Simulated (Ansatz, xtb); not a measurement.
Pulling on the Ge1–H2 bond in ClGeH (SMILES [Cl][GeH]) (multiplicity 1 held, fragments rigid). Energies count from the point at 1.606 Å.
Geometry at that point (charge 0, multiplicity 1):
```xyz
3

Ge     0.529    -0.162     0.505
H      1.620    -0.383    -0.652
Cl    -1.090     0.328    -0.912
```

Active spaces are followed from a long bond inwards. Levels need not reach the same state.

Cores are frozen in the correlated methods. Filled d and f shells under p-block atoms count as core.

Codes used: Ansatz (Gaussian basis) for Hartree–Fock, density functionals and correlated methods; xtb for the GFN methods. Each number belongs to the level named beside it. The GFN methods have no spin term and hold the electronic entropy of 300 K.

### Question
What energy at R = 5.138 Å does FIC-MRCISD+Q on CASSCF(2,2)/def2-SVP give?

### Answer
66.7 kcal/mol

### Question
Estimate the energy at R = 5.138 Å that GFN2-xTB returns for this input.

### Answer
87.0 kcal/mol

### Question
What energy at R = 5.138 Å does FIC-MRCISD on CASSCF(2,2)/def2-SVP give?

### Answer
66.3 kcal/mol

Ansatz is an electronic-structure program.
